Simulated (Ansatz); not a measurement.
H$_{5}$NOSSi$_{2}$, one more setting.

```yaml
crystal:
  periodic: [false, false, false]
  atoms:
    - {symbol: S, position_ang: [-2.649798, 0.571281, -0.093789]}
    - {symbol: Si, position_ang: [-0.806615, -0.099867, 0.701095]}
    - {symbol: N, position_ang: [0.237073, -0.989960, -0.345847]}
    - {symbol: Si, position_ang: [1.456276, 0.220680, -0.153339]}
    - {symbol: O, position_ang: [0.399136, 1.046828, 0.843472]}
    - {symbol: H, position_ang: [-2.102763, 1.015529, -1.239007]}
    - {symbol: H, position_ang: [-1.185687, -0.713030, 1.992579]}
    - {symbol: H, position_ang: [0.135597, -1.832772, -0.878669]}
    - {symbol: H, position_ang: [1.822973, 0.980808, -1.374817]}
    - {symbol: H, position_ang: [2.693797, -0.199497, 0.548332]}
basis:
  gaussian: {orbitals: "6-31G*", fitting: {mean_field: cc-pVTZ-jkfit}}
hamiltonian: {xc: {name: revPBE}, dispersion: d4}
output: {forces: true}
```

```sh
$ ansatz run in.yaml --threads 4 --pin off --events-out ev --progress --plain --max-ram 10444MiB
```

It prints (some lines left out):

```
Functional definition: revPBE
671 factors; integrals over basis functions are off by at most 1.6e-1 eV
mean field evaluation 1: about -30192.5766 eV, gradient 7.9e1 eV
mean field evaluation 2: about -30116.0156 eV, gradient 1.8e2 eV
mean field evaluation 4: about -30203.6638 eV, gradient 1.6e1 eV
mean field evaluation 8: about -30204.4255 eV, gradient 1.1e-1 eV
mean field evaluation 16: about -30204.4245 eV, gradient 9.8e-6 eV
mean field -30204.42447969 eV, -1109.9921263344 hartree, gradient 9.8e-6 eV, S^2 0.000000; 0 other end points of the search recorded, 0 dependent functions left out
reference -30204.42452996 eV, -1109.9921281817 hartree; 32, 32 occupied and 65, 65 virtual orbitals, 671 factors
Total energy: -30205.25627476 eV, -1110.0226942395 hartree
Atom 0 at    -2.649798     0.571281    -0.093789 Å, force    -0.517485     0.010543     0.143201 eV/Å
Atom 1 at    -0.806615    -0.099867     0.701095 Å, force    -0.741154    -0.442199     0.425728 eV/Å
Atom 2 at     0.237073    -0.989960    -0.345847 Å, force    -0.047501    -0.476772    -0.297553 eV/Å
Atom 3 at     1.456276     0.220680    -0.153339 Å, force     0.905135    -0.057546    -0.452627 eV/Å
Atom 4 at     0.399136     1.046828     0.843472 Å, force     0.082442     1.355585     0.767176 eV/Å
Atom 5 at    -2.102763     1.015529    -1.239007 Å, force     0.126089     0.152972    -0.370987 eV/Å
Atom 6 at    -1.185687    -0.713030     1.992579 Å, force    -0.097077    -0.100019     0.236761 eV/Å
Atom 7 at     0.135597    -1.832772    -0.878669 Å, force    -0.067730    -0.520000    -0.329196 eV/Å
Atom 8 at     1.822973     0.980808    -1.374817 Å, force     0.098268     0.149775    -0.246281 eV/Å
Atom 9 at     2.693797    -0.199497     0.548332 Å, force     0.259013    -0.072338     0.123778 eV/Å
Dipole moment:     0.234752    -0.347065    -0.353476 e Å
```

Hardware: 4 threads of an Intel Xeon 6975P-C on a shared host. Wall time 0.45 s, peak host memory 0.46 GiB.
